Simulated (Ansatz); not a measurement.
C2H6N (SMILES [CH2]CN), doublet, at a GFN2-xTB geometry; CAM-B3LYP/6-31G** (Ansatz, a first-principles code).

Ansatz was given this input:
Ansatz 0.2 input:
```yaml
crystal:
  periodic: [false, false, false]
  atoms:
    - {symbol: C, position_ang: [1.18853712, -0.42423795, -0.00475233]}
    - {symbol: C, position_ang: [0.11863727, 0.59050040, -0.00356732]}
    - {symbol: N, position_ang: [-1.21229979, -0.05001142, 0.00719856]}
    - {symbol: H, position_ang: [1.48344962, -0.89295660, 0.91586697]}
    - {symbol: H, position_ang: [1.45611355, -0.91757714, -0.92112399]}
    - {symbol: H, position_ang: [0.15672993, 1.21860401, -0.89696538]}
    - {symbol: H, position_ang: [0.16753083, 1.22769330, 0.88264099]}
    - {symbol: H, position_ang: [-1.30480657, -0.63928977, 0.82914715]}
    - {symbol: H, position_ang: [-1.31596525, -0.64396854, -0.81003784]}
basis:
  gaussian:
    orbitals: 6-31G__.json
hamiltonian:
  xc: cam_b3lyp
magnetization: {spin_polarized: true, initial_magnetization: 1}
scf: {lower_state_search: full}
```
The basis file holds 6-31G** in the JSON format of the Basis Set Exchange.

The log (banner, timings and long lists left out):

```
Functional definition: CAM-B3LYP
842 factors; their error is unknown
231 factors; integrals over basis functions are off by at most 9.9e-6 eV
mean field evaluation 1: about -3654.3507 eV, gradient 2.9e1 eV
mean field evaluation 2: about -3654.8861 eV, gradient 2.8e1 eV
mean field evaluation 4: about -3658.0265 eV, gradient 9.6e-1 eV
mean field evaluation 8: about -3658.0355 eV, gradient 5.3e-2 eV
mean field evaluation 16: about -3657.9993 eV, gradient 4.1e-5 eV
mean field evaluation 32: about -3658.0355 eV, gradient 4.7e-2 eV
mean field evaluation 64: about -3632.0166 eV, gradient 6.6e1 eV
mean field -3657.99925786 eV, -134.4289932455 hartree, gradient 4.1e-5 eV, S^2 0.754681; 3 other end points of the search recorded, 0 dependent functions left out
reference -3657.99933683 eV, -134.4289961474 hartree; 13, 12 occupied and 62, 63 virtual orbitals, 842 factors
Total energy: -3657.99933683 eV, -134.4289961474 hartree
```
